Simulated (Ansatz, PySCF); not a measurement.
The group X on silaethenyl-X is varied. Isolated molecules, 0 K electronic values unless said otherwise. One relaxed conformer stands for each flexible species; it need not be the lowest. Strings in code marks are SMILES.

Quantity: electronic energy of isomers of C2H3NSi relative to `C=[SiH]C#N`, in kJ/mol. The restricted reference of `C=[SiH]C#N` and `[C-]#[N+][SiH]=C` is unstable towards unrestricted orbitals.

Level 1: ωB97X-D3(BJ)/def2-TZVP // PBE0-D3(BJ)/def2-TZVP (PySCF)
Level 2: B3LYP/LANL2DZ // PBE0-D3(BJ)/def2-TZVP (PySCF)
Level 3: PBE/6-31G* // PBE0-D3(BJ)/def2-TZVP (PySCF)
Level 4: HF/def2-TZVPP // PBE0-D3(BJ)/def2-TZVP (Ansatz, a quantum-chemistry and plane-wave program)

```json
[
 {"species": "`[C-]#[N+][SiH]=C`", "level 2": "29.54", "level 3": "39.88", "level 4": "-14.25"}
]
```

**Question.** What does level 1 give for each?

**Answer.** 
- `[C-]#[N+][SiH]=C`: 12.61
